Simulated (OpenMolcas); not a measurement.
**Ions of charge +4 along the 4d row with 6 water ligands in octahedral coordination**

- Program: OpenMolcas
- Method: CASSCF
- Spin-orbit coupling: RASSI with atomic mean-field integrals over the reference wave functions

The d shell is active. Anionic complexes are neutralised by point charges behind the ligands. Distances were set from a Shannon-type radius of the metal (high-spin where two are listed) plus a fixed donor radius (H2O 1.36 Å). Ligand basis ANO-RCC-VDZP, DKH2 Hamiltonian. States (labels of O, taken over from Oh, the nearest higher group). Energies in cm-1 above the lowest state or level, χT in cm3 K/mol; under a threefold ground state the first gap can be a small split of the lowest multiplet, not the spin-orbit step; 10Dq and B are least-squares fits to the states below 45000 cm-1, weighted by degeneracy, with a free offset, and given where the rms deviation is under 5 % of |10Dq| (or 100 cm-1) and under 700 cm-1. Spin-only χT is S(S+1) / 2 for the spin of the ground state.

```tsv
Ion	Shell	R (Å)	Metal basis	Ground state	First state of that spin	10Dq	B (rms of fit)	First gap with spin-orbit (degeneracies)	χT at 300 K	First state of another spin	Spin-only χT
Nb4+	4d1	2.04	ANO-RCC-VTZP	2T2	2E 33892	33892		927.9 (4, 2)	0.159		0.375
Mo4+	4d2	2.01	ANO-RCC-VTZP	3T1	3T2 31471	32793	728 (181)	24.1 (2, 3)	0.405	1T2 10300	1.000
Tc4+	4d3	2	ANO-RCC-VTZP	4A2	4T2 31653	31519	757 (106)	14929 (4, 4)	1.778	2E 14986	1.875
Ru4+	4d4	1.98	ANO-RCC-VDZP	3T1	3E 27140	30453	763 (481)	738.7 (1, 3)	1.050	1T2 9030	1.000
Pd4+	4d6	1.98	ANO-RCC-VTZP	1A1	1T1 25440	26612	770 (483)	19239 (1, 2)	0.015	2S+1 = 3: 19708	0.000
```

The rows also differ in their metal basis, so part of each step comes from that.

Among the 5 ions with a close fit, |10Dq| is smallest for Pd4+ (26612 cm-1) and largest for Nb4+ (33892 cm-1). The error differs from ion to ion, so this order need not be the real one.

B goes from 728 cm-1 (Mo4+) to 770 cm-1 (Pd4+).

Below the highest spin of the shell: Ru4+, Pd4+. χT departs most from the spin-only value for Mo4+, by -0.595 cm3 K/mol.

With metal d orbitals alone the field can be off either way by tens of per cent. Ligand-to-metal charge-transfer states are missing. An orbital triplet at a regular site is open to Jahn-Teller coupling, which can distort the site and quench the lowest spin-orbit gaps and is left out (holds for Nb4+; Mo4+; Ru4+). The least metal-like active orbital is 77 % on the metal (Löwdin) and no ligand orbital is active, so the numbers are rough (holds for Nb4+; Mo4+; Tc4+). Without dynamic correlation the repulsion within the d shell is too large (B by tens of per cent), so at a given field states of lower spin stand too high (holds for Mo4+; Tc4+; Ru4+; Pd4+). With no ligand orbital active B as a rule stays too high, so bands that hang on it stand too high and its fall with covalency is understated (holds for Mo4+; Tc4+; Ru4+; Pd4+). This shell can be high or low spin here, a state of another spin lies low, and with metal d orbitals alone active their balance is uncertain, so the ground spin may be wrong, although the usual error favours high spin (holds for Ru4+). The least metal-like active orbital is 74 % on the metal (Löwdin) and no ligand orbital is active, so the numbers are rough (holds for Ru4+). The least metal-like active orbital is 68 % on the metal (Löwdin) and no ligand orbital is active, so the numbers are rough, and ground spin, moment and any spin crossover can be artefacts of this space; highly charged d ions in such sites are as a rule low spin (holds for Pd4+). No measured value stands beside these numbers; the geometry was imposed, not optimised, and the real ion may take another.

A state without a sure symmetry label is named by its multiplicity alone.
